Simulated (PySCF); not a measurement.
```xyz
7

C     -0.8156    -0.0304     0.0429
Si     0.9780     0.2483     0.4490
F      1.7500    -1.1475     0.3260
F      1.6099     1.2026    -0.6687
H     -1.2729    -0.7211     0.7530
H     -0.8803    -0.4616    -0.9614
H     -1.3691     0.9097     0.0592
```

Charge 0, multiplicity 2.

Task: Give the Mulliken and meta-Löwdin atomic charges from r2SCAN-D4/def2-TZVP (PySCF).

Result: 
```csv
atom,Mulliken (e),meta-Löwdin (e)
C1,-0.45,-0.64
Si2,0.66,1.17
F3,-0.30,-0.49
F4,-0.30,-0.49
H5,0.13,0.15
H6,0.14,0.15
H7,0.13,0.15
```
